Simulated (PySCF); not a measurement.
A compound of formula C18H12N2S2 has these computed shifts in ppm, with the number of atoms in brackets (GIAO KT3/pcSseg-1, gas phase, PySCF SCF with an in-house response code, fitting set def2-universal-JFIT, grid level 2, non-relativistic, geometry: GFN2-xTB; 13C, 1H against isolated TMS; 15N against isolated NH3; 33S against isolated CS2).

15N: 309.1 (2)
1H: 8.71 (1), 8.53 (2), 7.47 (1), 7.42 (1), 7.41 (1), 7.24 (1), 6.88 (1), 6.78 (1), 6.75 (1), 6.65 (1), 6.47 (1)
13C: 157.5 (1), 148.5 (2), 143.9 (1), 137.3 (1), 135.9 (1), 130.3 (1), 129.5 (1), 125.3 (1), 125.2 (1), 123.8 (1), 122.0 (1), 120.0 (1), 118.4 (1), 117.1 (1), 116.8 (1), 115.1 (1), 112.2 (1)
33S: 225.8 (1), 203.4 (1)

Which structure gave them?

c1cnc(-c2ccccc2-c2ccc(-c3cccs3)s2)nc1. Other isomers were not compared.
